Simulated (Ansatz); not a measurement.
Cl2F2H3NSi2 (`F[SiH](F)N[SiH](Cl)Cl`). Total charge 0; spin multiplicity 1. Geometry: relaxed with PBE0-D4/def2-TZVP. It is one conformer, not always the lowest.

```xyz
10

F     2.012    1.329    0.432
Si    0.458    1.474    0.169
F     0.262    2.662   -0.863
N    -0.173    0.087   -0.603
Si   -0.336   -1.511   -0.027
Cl   -2.274   -2.133   -0.171
Cl    0.253   -1.480    1.924
H    -0.179    1.815    1.445
H    -0.501    0.252   -1.547
H     0.477   -2.495   -0.760
```

(1) What is the dipole moment at PBE/def2-TZVPP? (Estimate.)

(2) And with r2SCAN, B3LYP, ωB97M-V? (Estimate.)

(3) Give the Mulliken charges with PBE, r2SCAN, ωB97M-V in def2-TZVPP. (An estimate is asked.)

Results:

(1) Computed: 1.28 D, with components (-0.65, -0.48, -0.99) D in this frame, pointing from negative to positive charge.

(2) The calculation gave: r2SCAN 1.31 D, B3LYP 1.32 D, ωB97M-V 1.32 D.

(3) Ansatz gave: 
| atom | PBE | r2SCAN | ωB97M-V |
| --- | --- | --- | --- |
| F1 | -0.26 | -0.30 | -0.29 |
| Si2 | 0.66 | 0.79 | 0.72 |
| F3 | -0.26 | -0.31 | -0.30 |
| N4 | -0.26 | -0.39 | -0.33 |
| Si5 | 0.49 | 0.63 | 0.49 |
| Cl6 | -0.19 | -0.22 | -0.19 |
| Cl7 | -0.19 | -0.22 | -0.18 |
| H8 | -0.08 | -0.08 | -0.03 |
| H9 | 0.14 | 0.15 | 0.11 |
| H10 | -0.05 | -0.07 | -0.01 |

B3LYP here is the variant with VWN-RPA as its local correlation; programs differ in this.
